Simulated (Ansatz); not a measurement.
Correlation energies of `CC(C)[O][Zr]([OH])([OH])[O]C(C)C` by basis set

```xyz
27

C     0.654   -0.966    3.540
C     1.279   -0.444    2.260
C     1.222    1.069    2.170
O     0.639   -1.009    1.154
Zr   -0.466   -1.631   -0.290
O    -2.052   -2.471    0.435
O     0.527   -2.882   -1.383
O    -0.964   -0.112   -1.358
C    -1.115    1.021   -2.160
C    -0.301    2.168   -1.591
C    -0.726    0.697   -3.590
H     1.174   -0.571    4.416
H     0.701   -2.056    3.571
H    -0.396   -0.666    3.595
H     2.333   -0.757    2.232
H     0.183    1.410    2.204
H     1.666    1.415    1.235
H     1.763    1.529    3.001
H    -2.930   -2.758    0.661
H     1.140   -3.495   -1.775
H    -2.178    1.305   -2.142
H    -0.447    3.079   -2.177
H    -0.592    2.370   -0.558
H     0.764    1.917   -1.604
H    -1.321   -0.136   -3.968
H    -0.883    1.560   -4.241
H     0.329    0.415   -3.638
```

Total charge 0; spin multiplicity 1. Correlated methods include outer-core shells of Zr, which these sets cover unevenly. Zr takes the def2 core potential. The geometry is a stationary point of PBE0-D4/def2-TZVP. It is one conformer, not always the lowest. Frozen core, restricted reference, Ansatz 0.2.0.

```csv
basis,HF (Eh),MP2 corr.
def2-SVP,-582.37497,-1.86033
def2-TZVPP,-583.01191,-2.36272
def2-QZVPP,-583.04175,-2.55767
```

Question: Estimate the CCSD correlation energy and the (T) correction in each basis where they were run (hartree).

Answer: 
```
     basis  CCSD corr.       (T)
  def2-SVP    -1.94929  -0.05836
def2-TZVPP    -2.42286  -0.09845
```
